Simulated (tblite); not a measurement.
A geometry optimisation, step by step.

Species: C₄H₁₂O₂Si₂.
Atom-mapped SMILES: `[CH3:1][Si@@H:2]([SiH3:3])[CH2:4][O:5][CH2:6][CH:7]=[O:8]` (hydrogens: H9, H10, H11 on C1; H12 on Si2; H13, H14, H15 on Si3; H16, H17 on C4; H18, H19 on C6; H20 on C7)

Computed with GFN2-xTB (tblite), gas phase: L-BFGS steps from a force-field or distance-geometry start until the largest atomic force falls under 0.01 eV/Å. 9 of its 150 geometries are shown.

Step 0: E = -712.5561 eV, largest atomic force 4.576 eV/Å
```
atom  x, y, z in Å  |  force x, y, z in eV/Å
C1     -2.055   -1.641   -0.145   -0.310  -0.530  -0.195
Si2    -1.341   -0.052   -0.873   -0.444  -0.814  -0.437
Si3    -2.176    1.737    0.112   -1.328   1.437   0.479
C4      0.521   -0.131   -0.856    0.032  -0.911  -1.206
O5      1.043   -0.567    0.356    0.289   0.126   0.679
C6      2.425   -0.586    0.233    0.347  -0.829   0.483
C7      3.046    0.722   -0.074    4.513  -0.754  -0.012
O8      4.286    0.741   -0.176   -2.196   0.291   0.066
H9     -2.576   -1.427    0.815    0.419  -0.523  -0.771
H10    -2.763   -2.081   -0.889    0.372   0.262   0.883
H11    -1.235   -2.366   -0.020   -0.559   0.182   0.305
H12    -1.751   -0.038   -2.275    0.125  -0.016  -0.431
H13    -1.852    3.002   -0.577    0.053  -0.085   0.259
H14    -1.916    1.790    1.544    0.070   0.205   0.122
H15    -3.664    1.639   -0.023    0.431   0.090   0.117
H16     0.788   -0.916   -1.598    0.139   0.355  -0.210
H17     0.978    0.798   -1.184   -0.004   0.143  -0.178
H18     2.786   -1.295   -0.570   -0.422   0.313   0.331
H19     2.901   -0.968    1.170   -0.487   0.248  -0.355
H20     2.549    1.648   -0.201   -1.042   0.811   0.070
```

Step 19: E = -713.2284 eV, largest atomic force 0.166 eV/Å
```
atom  x, y, z in Å  |  force x, y, z in eV/Å
C1     -2.055   -1.716   -0.161   -0.015   0.032   0.049
Si2    -1.388   -0.090   -0.917   -0.141  -0.021   0.013
Si3    -2.249    1.791    0.150    0.018  -0.006   0.009
C4      0.525   -0.160   -1.031   -0.038   0.001  -0.028
O5      1.069   -0.403    0.254    0.006  -0.050  -0.014
C6      2.459   -0.570    0.238    0.061  -0.002   0.050
C7      3.212    0.709   -0.009    0.052   0.080   0.020
O8      4.393    0.791   -0.189    0.014   0.004  -0.032
H9     -2.544   -1.526    0.790    0.017   0.036   0.078
H10    -2.805   -2.176   -0.800    0.096   0.003  -0.042
H11    -1.271   -2.446    0.027   -0.004   0.028  -0.078
H12    -1.723   -0.102   -2.357   -0.088   0.016  -0.056
H13    -1.843    3.058   -0.473    0.034  -0.044   0.014
H14    -1.922    1.907    1.576    0.033  -0.025  -0.044
H15    -3.716    1.782    0.081    0.036  -0.032  -0.007
H16     0.838   -0.954   -1.722    0.020  -0.060   0.009
H17     0.918    0.777   -1.444    0.018   0.027  -0.019
H18     2.782   -1.331   -0.489   -0.081  -0.021  -0.099
H19     2.755   -0.934    1.226   -0.052  -0.021   0.156
H20     2.560    1.603    0.018    0.016   0.055   0.022
```

Step 37: E = -713.2638 eV, largest atomic force 0.072 eV/Å
```
atom  x, y, z in Å  |  force x, y, z in eV/Å
C1     -2.012   -1.722   -0.165    0.019  -0.001   0.004
Si2    -1.426   -0.097   -0.982   -0.044  -0.018   0.001
Si3    -2.185    1.777    0.155    0.050  -0.040  -0.015
C4      0.490   -0.171   -1.128   -0.031  -0.018  -0.011
O5      0.998   -0.296    0.192   -0.025   0.042   0.012
C6      2.381   -0.512    0.261   -0.012  -0.005   0.001
C7      3.212    0.732    0.065   -0.032  -0.003  -0.064
O8      4.375    0.737   -0.217    0.016   0.035   0.010
H9     -2.442   -1.531    0.815    0.012  -0.014  -0.003
H10    -2.773   -2.222   -0.759    0.010   0.037   0.004
H11    -1.193   -2.422   -0.028    0.016  -0.002   0.003
H12    -1.889   -0.117   -2.390    0.053  -0.004   0.002
H13    -1.738    3.035   -0.453   -0.012  -0.006   0.020
H14    -1.802    1.836    1.569    0.004  -0.004  -0.021
H15    -3.653    1.790    0.122    0.020   0.033   0.015
H16     0.814   -1.035   -1.724   -0.011  -0.021  -0.034
H17     0.894    0.720   -1.625    0.033   0.002   0.054
H18     2.709   -1.288   -0.447   -0.021  -0.011  -0.006
H19     2.592   -0.871    1.276   -0.035  -0.018   0.029
H20     2.642    1.667    0.230   -0.011   0.016  -0.001
```

Step 56: E = -713.2762 eV, largest atomic force 0.054 eV/Å
```
atom  x, y, z in Å  |  force x, y, z in eV/Å
C1     -1.969   -1.727   -0.176    0.005   0.004  -0.020
Si2    -1.442   -0.103   -1.028    0.015   0.028  -0.044
Si3    -2.122    1.771    0.155    0.026  -0.025  -0.010
C4      0.471   -0.177   -1.155   -0.015   0.015  -0.008
O5      0.929   -0.275    0.185   -0.011  -0.041  -0.008
C6      2.308   -0.495    0.294   -0.003  -0.035   0.001
C7      3.133    0.747    0.068   -0.021  -0.010  -0.028
O8      4.293    0.754   -0.230    0.035   0.038   0.015
H9     -2.338   -1.540    0.829    0.008  -0.035  -0.010
H10    -2.758   -2.231   -0.727   -0.027   0.002   0.021
H11    -1.132   -2.414   -0.097   -0.012  -0.024   0.025
H12    -1.877   -0.161   -2.441   -0.025   0.023   0.014
H13    -1.643    3.031   -0.425   -0.003  -0.002  -0.005
H14    -1.673    1.761    1.550   -0.002   0.006   0.009
H15    -3.587    1.861    0.191    0.022   0.003  -0.003
H16     0.806   -1.052   -1.730    0.001   0.022   0.037
H17     0.905    0.705   -1.645   -0.011   0.005  -0.009
H18     2.643   -1.290   -0.389    0.012  -0.021  -0.005
H19     2.493   -0.833    1.321   -0.001   0.029   0.031
H20     2.555    1.680    0.217    0.007   0.018  -0.001
```

Step 74: E = -713.2839 eV, largest atomic force 0.040 eV/Å
```
atom  x, y, z in Å  |  force x, y, z in eV/Å
C1     -1.961   -1.751   -0.198   -0.008   0.002  -0.003
Si2    -1.446   -0.122   -1.049    0.010  -0.006  -0.017
Si3    -2.045    1.759    0.163    0.006  -0.008  -0.005
C4      0.467   -0.191   -1.183   -0.019   0.001  -0.008
O5      0.889   -0.314    0.169   -0.013   0.015  -0.014
C6      2.270   -0.484    0.328   -0.007  -0.001  -0.005
C7      3.062    0.771    0.056    0.014   0.008   0.009
O8      4.230    0.805   -0.202    0.017   0.011  -0.002
H9     -2.250   -1.576    0.835    0.003   0.001   0.003
H10    -2.805   -2.220   -0.694   -0.010   0.007  -0.006
H11    -1.143   -2.466   -0.184   -0.013  -0.008  -0.021
H12    -1.924   -0.137   -2.449    0.005  -0.017   0.007
H13    -1.537    3.005   -0.420    0.008   0.009  -0.010
H14    -1.561    1.727    1.545   -0.005   0.006   0.027
H15    -3.503    1.907    0.230    0.003  -0.003   0.007
H16     0.824   -1.048   -1.769   -0.004   0.002   0.040
H17     0.896    0.708   -1.643    0.002  -0.019   0.009
H18     2.650   -1.310   -0.293    0.011   0.000  -0.004
H19     2.428   -0.745    1.383    0.009  -0.007  -0.005
H20     2.452    1.692    0.143   -0.008   0.009  -0.004
```

Step 93: E = -713.3032 eV, largest atomic force 0.189 eV/Å
```
atom  x, y, z in Å  |  force x, y, z in eV/Å
C1     -2.048   -1.808   -0.278    0.043   0.040  -0.086
Si2    -1.454   -0.171   -1.054    0.070  -0.067  -0.024
Si3    -1.895    1.718    0.207   -0.036   0.067  -0.023
C4      0.458   -0.281   -1.169   -0.015   0.032  -0.006
O5      0.863   -0.275    0.192   -0.012   0.012   0.040
C6      2.247   -0.379    0.372   -0.005  -0.004  -0.001
C7      2.987    0.897    0.057    0.058   0.035  -0.010
O8      4.175    0.990   -0.073   -0.015  -0.009  -0.023
H9     -2.049   -1.753    0.802    0.011   0.021   0.188
H10    -3.056   -2.048   -0.593   -0.135  -0.007  -0.018
H11    -1.414   -2.643   -0.555    0.058  -0.051  -0.056
H12    -1.939   -0.163   -2.450    0.020   0.026  -0.024
H13    -1.294    2.905   -0.414   -0.035   0.032  -0.019
H14    -1.371    1.700    1.573   -0.020  -0.059   0.039
H15    -3.340    1.970    0.303    0.054   0.008   0.010
H16     0.827   -1.187   -1.663   -0.032  -0.063  -0.006
H17     0.902    0.568   -1.704   -0.031   0.009  -0.010
H18     2.655   -1.221   -0.207    0.082   0.036  -0.019
H19     2.420   -0.587    1.434   -0.050  -0.025   0.047
H20     2.322    1.781   -0.012   -0.009  -0.033   0.002
```

Step 112: E = -713.3277 eV, largest atomic force 0.082 eV/Å
```
atom  x, y, z in Å  |  force x, y, z in eV/Å
C1     -2.141   -1.827   -0.343   -0.078   0.011  -0.023
Si2    -1.442   -0.211   -1.070   -0.015  -0.005  -0.005
Si3    -1.789    1.684    0.220   -0.072  -0.001  -0.012
C4      0.465   -0.403   -1.135    0.002   0.012  -0.003
O5      0.870   -0.259    0.221    0.003  -0.009  -0.033
C6      2.257   -0.280    0.416    0.009  -0.024  -0.023
C7      2.936    1.020    0.057    0.024  -0.021  -0.012
O8      4.122    1.175   -0.007   -0.001   0.005  -0.006
H9     -1.842   -1.950    0.695   -0.005   0.002  -0.002
H10    -3.228   -1.836   -0.380    0.020   0.039   0.051
H11    -1.801   -2.702   -0.889    0.054  -0.015  -0.020
H12    -1.881   -0.142   -2.482    0.017  -0.006   0.036
H13    -1.156    2.863   -0.386   -0.004   0.003   0.011
H14    -1.266    1.583    1.583    0.001  -0.005   0.016
H15    -3.218    2.008    0.345    0.047  -0.012  -0.011
H16     0.803   -1.371   -1.528    0.011   0.029   0.023
H17     0.919    0.377   -1.758    0.051  -0.029   0.010
H18     2.725   -1.107   -0.143    0.014   0.026   0.001
H19     2.433   -0.466    1.484   -0.049   0.043  -0.027
H20     2.229    1.853   -0.131   -0.029  -0.044   0.028
```

Step 130: E = -713.3351 eV, largest atomic force 0.030 eV/Å
```
atom  x, y, z in Å  |  force x, y, z in eV/Å
C1     -2.163   -1.802   -0.363   -0.002   0.022   0.010
Si2    -1.411   -0.212   -1.093    0.010   0.004   0.003
Si3    -1.756    1.660    0.228   -0.004   0.000   0.005
C4      0.491   -0.460   -1.142   -0.005  -0.008  -0.006
O5      0.874   -0.285    0.216    0.002  -0.010  -0.003
C6      2.257   -0.258    0.433    0.000   0.008  -0.002
C7      2.889    1.056    0.040   -0.012   0.001  -0.003
O8      4.066    1.258   -0.048    0.000  -0.008  -0.009
H9     -1.729   -2.024    0.608    0.017   0.000   0.007
H10    -3.235   -1.696   -0.224   -0.029  -0.004  -0.006
H11    -2.000   -2.665   -1.002    0.010  -0.012  -0.012
H12    -1.843   -0.125   -2.504    0.002  -0.005  -0.006
H13    -1.113    2.856   -0.332    0.003   0.000   0.006
H14    -1.256    1.520    1.598   -0.008   0.003  -0.003
H15    -3.185    1.980    0.336    0.006   0.001  -0.003
H16     0.806   -1.450   -1.493    0.006   0.002   0.006
H17     0.988    0.280   -1.781   -0.005   0.001   0.011
H18     2.766   -1.088   -0.080    0.002  -0.002  -0.007
H19     2.408   -0.386    1.512    0.002   0.006   0.005
H20     2.140    1.853   -0.143    0.005   0.001   0.009
```

Step 149: E = -713.3370 eV, largest atomic force 0.007 eV/Å
```
atom  x, y, z in Å  |  force x, y, z in eV/Å
C1     -2.149   -1.791   -0.348    0.006  -0.001  -0.001
Si2    -1.407   -0.201   -1.089    0.003   0.003   0.002
Si3    -1.792    1.671    0.223   -0.001   0.000  -0.003
C4      0.494   -0.444   -1.138   -0.005   0.003   0.000
O5      0.884   -0.304    0.223    0.002   0.003   0.003
C6      2.269   -0.283    0.425    0.005   0.005  -0.002
C7      2.901    1.031    0.031    0.000   0.002   0.001
O8      4.072    1.209   -0.146   -0.004  -0.002  -0.001
H9     -1.746   -1.974    0.644   -0.003  -0.002   0.001
H10    -3.229   -1.715   -0.257    0.001  -0.004  -0.001
H11    -1.931   -2.665   -0.958   -0.006   0.001  -0.001
H12    -1.834   -0.125   -2.502    0.001  -0.002   0.002
H13    -1.141    2.874   -0.311    0.002  -0.006   0.003
H14    -1.333    1.530    1.607   -0.002  -0.001  -0.002
H15    -3.226    1.980    0.290    0.006   0.004  -0.001
H16     0.811   -1.423   -1.516    0.000   0.001   0.000
H17     0.989    0.314   -1.757    0.000   0.000   0.005
H18     2.770   -1.113   -0.097   -0.003  -0.003  -0.003
H19     2.431   -0.412    1.503   -0.003   0.003  -0.002
H20     2.161    1.852   -0.059    0.001  -0.005   0.001
```

**Question.** Summarise the path.

**Answer.** The energy falls by 75.34 kJ/mol from step 0 to step 149; nine tenths of that is first reached at step 33. It falls at every step. The largest force goes from 4.576 to 0.007 eV/Å. Among the bonds Si2–Si3 changes most, from 2.206 to 2.318 Å; the atoms move by 0.623 Å rms after alignment.

**Question.** Follow the three bonds and two angles with the largest change from start to end.

**Answer.** 
```csv
step,E above end (kJ/mol),largest force (eV/Å),Si2–Si3 (Å),Si2–C4 (Å),C7–H20 (Å),C6–C7–H20 (°),Si2–C4–O5 (°)
0,75.34,4.576,2.206,1.864,1.058,126.9,113.4
6,21.58,0.361,2.299,1.917,1.110,113.7,113.5
13,12.58,0.142,2.320,1.925,1.108,112.5,111.9
19,10.48,0.166,2.327,1.918,1.107,112.9,109.6
26,8.70,0.145,2.318,1.922,1.109,113.5,108.3
32,7.64,0.084,2.315,1.927,1.108,113.6,107.6
39,6.88,0.080,2.317,1.923,1.106,113.1,106.6
45,6.50,0.042,2.317,1.918,1.108,113.0,106.1
52,6.09,0.063,2.316,1.916,1.108,113.1,105.7
58,5.74,0.069,2.317,1.920,1.108,112.8,105.1
65,5.44,0.070,2.320,1.921,1.108,112.7,104.9
71,5.18,0.049,2.316,1.917,1.108,112.6,103.7
78,4.99,0.052,2.317,1.916,1.109,113.1,103.1
84,4.55,0.093,2.317,1.919,1.107,112.5,102.7
91,3.62,0.094,2.321,1.914,1.107,112.6,102.4
97,2.65,0.111,2.318,1.918,1.110,113.1,103.4
104,1.67,0.088,2.316,1.919,1.108,113.1,104.3
110,1.16,0.097,2.321,1.917,1.107,113.4,104.0
117,0.34,0.070,2.319,1.918,1.109,113.1,103.1
123,0.23,0.038,2.318,1.919,1.108,112.9,103.2
130,0.17,0.030,2.317,1.919,1.109,112.7,103.1
136,0.11,0.023,2.317,1.917,1.108,112.5,103.1
143,0.02,0.012,2.318,1.918,1.109,112.7,103.5
149,0.00,0.007,2.318,1.918,1.109,112.7,103.6
```

The cost below is that of the whole relaxation. The run took 2.3 s on an Arm Neoverse N1 with one thread, no GPU, shared host with 64 logical CPUs at a one-minute load of 61.
